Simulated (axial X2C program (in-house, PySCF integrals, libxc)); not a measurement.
**How long does BeB⁻ take?**

A bond scan computed with an in-house relativistic program for diatomic molecules. Basis: B dyall-av3z [8s7p3d2f], Be dyall-av3z [9s9p4d2f] (cores contracted in-house).

Input file and command:
```json
{"zs": [5, 4], "q": -1, "bas": ["dyall-av3z", "dyall-av3z"], "levels": ["PBE0", "HF", "BHandHLYP"], "cc": true, "r0": 1.87, "thr": -2.0, "nmax": 90, "npts": 10, "nst": 2, "ntry": 6}
```
```bash
python so2c.py task.json out
```

Keys: zs atomic numbers; q charge; bas basis sets; levels methods; cc coupled cluster on or off; r0 starting distance in Å; thr threshold in hartree for freezing inner shells (an s shell follows its p shell); nmax most natural virtual spinors; npts points on the curve; nst determinants followed; ntry starts of the search. HF also brings MP2.

Hardware: 1 thread of Intel(R) Xeon(R) Platinum 8488C (Sapphire Rapids), on a shared host.

Wall time of one point of each curve, integrals apart:

```json
{"Hamiltonian": "spin-free", "level": "PBE0", "points": "11", "seconds a point": "0.44"}
{"Hamiltonian": "spin-free", "level": "HF", "points": "11", "seconds a point": "0.13"}
{"Hamiltonian": "spin-free", "level": "CCSD(T) (6 electrons, 90 virtuals)", "points": "7", "seconds a point": "2.8"}
{"Hamiltonian": "spin-free", "level": "BHandHLYP", "points": "11", "seconds a point": "0.41"}
{"Hamiltonian": "2c", "level": "PBE0", "points": "11", "seconds a point": "0.61"}
{"Hamiltonian": "2c", "level": "HF", "points": "11", "seconds a point": "0.2"}
{"Hamiltonian": "2c", "level": "CCSD(T) (6 electrons, 90 virtuals)", "points": "7", "seconds a point": "3.5"}
{"Hamiltonian": "2c", "level": "BHandHLYP", "points": "11", "seconds a point": "0.74"}
```

The rest:

Search with its distance optimisation 12 s, atoms 12 s, whole task 110 s. Coupled cluster runs on the points near the minimum only. The program drops outer points, and coupled cluster, when its time limit (not in the input) nears; MP2, further determinants and curves that did not converge are not in the table.
